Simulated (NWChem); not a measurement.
All runs are NWChem calculations. System: selenium dioxide (O$_{2}$Se), charge 0, spin multiplicity 1, at a geometry optimised with PBE0/def2-SVP. Level: RHF/3-21G.

Job file:

```
start mol
memory heap 200 mb stack 900 mb global 1100 mb
geometry units angstroms nocenter noautoz
  O      1.352331     0.000000    -0.585188
  Se     0.000000     0.000000     0.275383
  O     -1.352331     0.000000    -0.585188
  symmetry group C2v
end
basis spherical
  * library 3-21g
end
scf
  rhf
  nopen 0
  maxiter 100
  thresh 1e-7
  semidirect memsize 60000000 filesize 0
end
task scf energy
```

Output (cleaned and shortened):

```
             Northwest Computational Chemistry Package (NWChem) 7.3.0
             --------------------------------------------------------

                                NWChem Input Module
                                -------------------

 Scaling coordinates for geometry "geometry" by  1.889725989
 (inverse scale =  0.529177249)

 Turning off AUTOSYM since
 SYMMETRY directive was detected!

                             Geometry "geometry" -> ""
                             -------------------------

 Output coordinates in angstroms (scale by  1.889725989 to convert to a.u.)

  No.       Tag          Charge          X              Y              Z
 ---- ---------------- ---------- -------------- -------------- --------------
    1 O                    8.0000     1.35233100     0.00000000    -0.58518800
    2 Se                  34.0000     0.00000000     0.00000000     0.27538300
    3 O                    8.0000    -1.35233100     0.00000000    -0.58518800

 Effective nuclear repulsion energy (a.u.)     192.1133326348

            Nuclear Dipole moment (a.u.)
            ----------------------------
        X                 Y               Z
 ---------------- ---------------- ----------------
     0.0000000000     0.0000000000     0.0000264562

      Symmetry information
      --------------------

 Group name             C2v
 Group number             16
 Group order               4
 No. of unique centers     2

      Symmetry unique atoms

     1    2


 Summary of "ao basis" -> "" (spherical)
 ------------------------------------------------------------------------------
       Tag                 Description            Shells   Functions and Types
 ---------------- ------------------------------  ------  ---------------------
 *                           3-21g                    on all atoms

 Summary of "ao basis" -> "ao basis" (spherical)
 ------------------------------------------------------------------------------
       Tag                 Description            Shells   Functions and Types
 ---------------- ------------------------------  ------  ---------------------
[...]
    18     -0.179428  2 Se pz

 Vector   25  Occ=2.000000D+00  E=-4.291858D-01  Symmetry=a2
              MO Center= -6.4D-16, -1.7D-16, -5.9D-01, r^2= 2.4D+00
   Bfn.  Coefficient  Atom+Function         Bfn.  Coefficient  Atom+Function
  ----- ------------  ---------------      ----- ------------  ---------------
     8      0.467085  1 O  py                39     -0.467085  3 O  py
     4      0.348241  1 O  py                35     -0.348241  3 O  py

 Vector   26  Occ=0.000000D+00  E=-1.416325D-02  Symmetry=b2
              MO Center=  5.5D-17,  9.6D-14, -7.6D-02, r^2= 2.3D+00
   Bfn.  Coefficient  Atom+Function         Bfn.  Coefficient  Atom+Function
  ----- ------------  ---------------      ----- ------------  ---------------
    25      0.540698  2 Se py                21      0.414213  2 Se py
     8     -0.402716  1 O  py                39     -0.402716  3 O  py
     4     -0.268059  1 O  py                35     -0.268059  3 O  py
    17     -0.247611  2 Se py

 Vector   27  Occ=0.000000D+00  E= 1.985255D-01  Symmetry=b1
              MO Center=  1.7D-15, -1.7D-16,  4.3D-01, r^2= 2.8D+00
   Bfn.  Coefficient  Atom+Function         Bfn.  Coefficient  Atom+Function
  ----- ------------  ---------------      ----- ------------  ---------------
    24      1.275578  2 Se px                 6     -0.630457  1 O  s
    37      0.630457  3 O  s                  9     -0.349030  1 O  pz
    40      0.349030  3 O  pz                20      0.233109  2 Se px
     7      0.222867  1 O  px                38      0.222867  3 O  px
     5     -0.175293  1 O  pz                16     -0.176066  2 Se px

 Vector   28  Occ=0.000000D+00  E= 2.120012D-01  Symmetry=a1
              MO Center=  6.2D-17, -2.2D-15, -3.3D-01, r^2= 2.3D+00
   Bfn.  Coefficient  Atom+Function         Bfn.  Coefficient  Atom+Function
  ----- ------------  ---------------      ----- ------------  ---------------
    26     -0.940299  2 Se pz                23      0.873202  2 Se s
     6     -0.555856  1 O  s                 37     -0.555856  3 O  s
     7      0.493268  1 O  px                38     -0.493268  3 O  px
     3      0.251491  1 O  px                34     -0.251491  3 O  px
    22     -0.225906  2 Se pz                15     -0.190859  2 Se s

 center of mass
 --------------
 x =   0.00000000 y =   0.00000000 z =   0.05133237

 moments of inertia (a.u.)
 ------------------
          60.200106494952           0.000000000000           0.000000000000
           0.000000000000         269.117921589723           0.000000000000
           0.000000000000           0.000000000000         208.917815094772

  Mulliken analysis of the total density
  --------------------------------------

    Atom       Charge   Shell Charges
 -----------   ------   -------------------------------------------------------
    1 O    8     8.75   1.99  0.43  1.99  1.57  2.76
    2 Se  34    32.50   2.00  2.00  5.99  2.00  5.96  0.93  1.83  0.84  0.97  9.98
    3 O    8     8.75   1.99  0.43  1.99  1.57  2.76

       Multipole analysis of the density wrt the origin
       ------------------------------------------------

     L   x y z        total         open         nuclear
     -   - - -        -----         ----         -------
     0   0 0 0     -0.000000      0.000000     50.000000

     1   1 0 0      0.000000      0.000000      0.000000
     1   0 1 0      0.000000      0.000000      0.000000
     1   0 0 1      1.431510      0.000000      0.000026

     2   2 0 0    -27.296038      0.000000    104.492149
     2   1 1 0     -0.000000      0.000000      0.000000
     2   1 0 1      0.000000      0.000000      0.000000
     2   0 2 0    -18.333950      0.000000      0.000000
     2   0 1 1      0.000000      0.000000      0.000000
     2   0 0 2    -21.438635      0.000000     28.773983

 Task  times  cpu:        0.2s     wall:        0.2s

 Total times  cpu:        0.3s     wall:        0.3s
```
